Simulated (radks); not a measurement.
Results of a calculation; reference values are marked as such.
These are the eigenvalues of the occupied orbitals of an atom or ion with whole-number occupations (hartree). Level of theory: non-relativistic Kohn-Sham, PBEsol, spin-polarised, spherical densities, point nucleus (a radial shooting solver on a logarithmic mesh with Libxc functionals).

orbital  eigenvalue
1s down   -160.5171
1s up     -160.5164
2s up     -17.30724
2s down   -17.29333
2p up     -14.31391
2p down   -14.30337
3s up      -2.11018
3s down    -2.05945
3p up      -1.35624
3p down    -1.30402
3d up      -0.27361

Which element is it, and in what charge state? The configuration may be excited. Open shells, if any, are filled with parallel spins first.

Answer. Z = 21, scandium, charge +1: Sc+ in [Ar] 3d2. The list shows which subshells hold electrons but not how many an open one holds; the 1s level, -160.52 hartree, gives Z - s = 17.9 by -(Z - s)^2/2, which with screening narrows Z to a few neighbours, and the depths of the outer levels then fix element, charge and occupations together.
